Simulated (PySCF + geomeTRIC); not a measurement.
Species: C₄H₉B, SMILES `B/C(C)=C\C` (charge 0, multiplicity 1).

Give a relaxed geometry from M06-2X/def2-TZVP (PySCF + geomeTRIC).

One answer among several that fit: the end point of this relaxation, one of several conformers (outside a Z-matrix the atoms follow the SMILES, hydrogens last).
Z-matrix (Å, degrees):
```
C
C 1 1.3460
H 2 1.0914 1 117.52
C 2 1.4921 3 113.71 1 -179.97
H 4 1.0853 2 112.99 3 -179.98
H 4 1.0929 5 108.83 2 -122.26
H 4 1.0929 5 108.81 6 -115.48
C 1 1.5121 2 119.16 3 0.01
H 8 1.0911 1 112.12 2 0.20
H 8 1.0919 9 108.22 1 -122.47
H 8 1.0920 9 108.23 10 -115.06
B 1 1.5417 2 122.63 3 -179.82
H 12 1.1887 1 122.65 2 -0.76
H 12 1.1929 13 118.11 5 -179.19
```
